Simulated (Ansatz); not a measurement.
Start from `[F][Ge][N]([SiH3])[SiH3]` and change one atom or group to get `F[SiH2]N([SiH3])[SiH3]`.

Ansatz, PBE0-D4/def2-TZVP geometries, multiplicity 1. Each molecule was computed in one conformer, which needn't be the lowest.

Scalar relativity is left out up to krypton.

```csv
property,`[F][Ge][N]([SiH3])[SiH3]`
"ideal-gas entropy at 298 K and 1 bar (rigid rotor, harmonic PBE0-D4/def2-TZVP) / J/(mol·K)",387
LUMO energy (PBE0/def2-TZVPP) / eV,-2.14
HOMO–LUMO gap (ωB97M-V/def2-TZVPP) / eV,9.97
size of the dipole moment (ωB97M-V/def2-TZVPP) / D,1.63
LUMO energy (ωB97M-V/def2-TZVPP) / eV,-0.21
HOMO energy (B3LYP/def2-TZVPP) / eV,-7.81
```

**Question.** Give the same properties after the change, and the shifts. (Estimate.)

**Answer.** Computed: 
```
                                                                                  property  `F[SiH2]N([SiH3])[SiH3]`  shift
ideal-gas entropy at 298 K and 1 bar (rigid rotor, harmonic PBE0-D4/def2-TZVP) / J/(mol·K)                       396      9
                                                        LUMO energy (PBE0/def2-TZVPP) / eV                     -0.33   1.81
                                                   HOMO–LUMO gap (ωB97M-V/def2-TZVPP) / eV                     11.80   1.83
                                        size of the dipole moment (ωB97M-V/def2-TZVPP) / D                      1.29  -0.34
                                                     LUMO energy (ωB97M-V/def2-TZVPP) / eV                      1.40   1.61
                                                       HOMO energy (B3LYP/def2-TZVPP) / eV                     -7.90  -0.09
```

With PBE0 the HOMO falls by 0.15 eV and the LUMO rises by 1.81 eV, so the gap widens by about 1.96 eV. PBE moves the HOMO by 0.01 eV and ωB97M-V by -0.20 eV. The zero-point energy changes by 49.3 kJ/mol with +6 modes. Dipoles are sizes alone; their direction can turn. Modes under 60 cm⁻¹, often nearly free rotors, make the harmonic entropy too high.

B3LYP here is the variant with VWN-RPA as its local correlation; programs differ in this.
